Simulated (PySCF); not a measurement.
C3H5ClOSi. Atoms are numbered in the order given.

```xyz
11

Cl     1.8807    -0.0318    -0.9403
Si     0.4754    -0.0787     0.5827
C     -0.8862    -1.3538     0.2876
C     -2.0429    -0.4311    -0.0492
C     -1.7889     0.8808     0.0784
O     -0.5371     1.2823     0.4859
H      1.2105    -0.0709     1.8646
H     -1.0865    -1.9647     1.1866
H     -0.6435    -2.0540    -0.5288
H     -3.0165    -0.8032    -0.3734
H     -2.4856     1.7006    -0.1098
```
Charge 0, spin multiplicity 1.

Coordinates come from a B3LYP-D3(BJ)/def2-SVP optimisation. The structure was generated by enumeration; whether it is a known compound was not checked. The values are those of a single conformer.

Level of theory: PySCF with SMD-ωB97X/def2-SVP.

Solvation free energies are E(SMD) − E(gas) at the gas-phase geometry, for 1 M in both phases. In vacuum the dipole moment is 2.05 D.

Estimate the solvation free energies in water, ethanol, diethylether. (Estimate from the structure and the level; the computed values follow.)


```
solvent       ΔG(solv) (kcal/mol)  its non-electrostatic (CDS) part  dipole (D)
------------  -------------------  --------------------------------  ----------
water                        -1.2                               3.2        2.78
ethanol                      -4.4                              -0.3        2.72
diethylether                 -4.5                              -2.2        2.45
```
